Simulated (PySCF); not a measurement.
## Trend along the fourth-period p block: MO molecules

CCSD(T) with triple-zeta basis sets in PySCF, for the lowest determinant that a PBE0 search found; no spin–orbit coupling. De refers to high-spin ground-configuration atoms.

| M | basis | reference, frozen orbitals | state (unpaired electrons) | Re (Å) | ωe (cm⁻¹) | De (eV) |
| --- | --- | --- | --- | --- | --- | --- |
| Ga | def2-TZVPP | ROHF, 10 | doublet (σ ↑) | 1.707 | 760 | 4.13 |
| Ge | def2-TZVPP | RHF, 10 | singlet (closed shell) | 1.636 | 981 | 6.71 |
| As | def2-TZVPP | UHF, 10 | doublet (π ↑) | 1.633 | 966 | 4.61 |
| Se | def2-TZVPP | ROHF, 10 | triplet (π ↑↑) | 1.648 | 924 | 4.31 |

The shortest bond is that of AsO (1.633 Å), the longest that of GaO (1.707 Å).

The state changes along the series, so neighbouring rows are not always alike in their bonding.

Correlated steps freeze 10 core orbitals. UHF and ROHF references stand side by side, which adds small steps between rows. Spin–orbit coupling is left out. Where the molecule has an RHF reference, its open-shell atoms are computed with UHF. The CCSD T1 diagnostic is raised in GaO, GeO, a sign that a single reference may not be enough there. States were picked by a PBE0 search and need not be the measured ground states.
